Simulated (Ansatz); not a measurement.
Two isomers of C2H5FSSi: A = `F/C(S)=C\[SiH3]`, B = `FC1C[SiH2]S1`.

Program: Ansatz. Geometries: PBE0-D4/def2-TZVP. ΔE: electronic, gas phase. CBS: MP2 limit from def2 TZ/QZ plus the TZ coupled-cluster correction, frozen cores. DFT in def2-TZVPP. Each species was taken in one conformer, which may not be the lowest.

(1) Which isomer does CCSD(T)/CBS put lower? Give the gap. (Best estimate.)

(2) Give E(B) − E(A) in kcal/mol with B2PLYP, PBE-D4, MP2/def2-TZVPP, PBE0-D4, HF/def2-TZVPP, r2SCAN-D4, CCSD(T)/def2-TZVPP. (Best estimate.)

Largest T1 diagnostic: 0.013.

## Answers

(1) Ansatz gave: B, by 27.9 kcal/mol.

(2) Ansatz gave: B2PLYP -24.9, PBE-D4 -26.9, MP2/def2-TZVPP -28.8, PBE0-D4 -29.6, HF/def2-TZVPP -23.4, r2SCAN-D4 -26.6, CCSD(T)/def2-TZVPP -26.5. None reverses the order clearly.

In def2-TZVPP, CCSD(T) changes the Hartree–Fock value by −3.1 kcal/mol (the triples alone add +0.1 kcal/mol) and MP2 by −5.4 kcal/mol. From PBE to PBE0 (25 % exact exchange), in def2-TZVPP and without D4, E(B) − E(A) moves by −2.8 kcal/mol.
